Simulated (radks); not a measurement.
Problem. Coherent X-ray form factor from a spherical all-electron density. Method: non-relativistic Kohn-Sham, SCAN, spin-polarised, spherical densities, point nucleus; meta-GGA in the generalised Kohn-Sham scheme; computed with a radial shooting solver on a logarithmic mesh with Libxc functionals.

sin(theta)/lambda (1/angstrom)  f0 (electrons)
0.05                                     8.932
0.1                                      8.734
0.15                                     8.419
0.2                                      8.007
0.25                                     7.522
0.3                                      6.991
0.4                                      5.885
0.5                                      4.844
0.6                                      3.955
0.8                                      2.709
1                                        2.024
1.25                                     1.603
1.5                                      1.389
2                                        1.120

The species is in the configuration that NIST lists as its ground one. Which atom or ion scatters so?

Solution. The magnesium ion Mg3+, [He] 2s2 2p5. Extrapolating in s^2 from the first two rows gives f0(0) = 9.0, near the electron count 9; among species with that count, the fall with angle is slower the higher Z, and the table is that of Z = 12; from so few rows the species is fixed only to a neighbour or two.
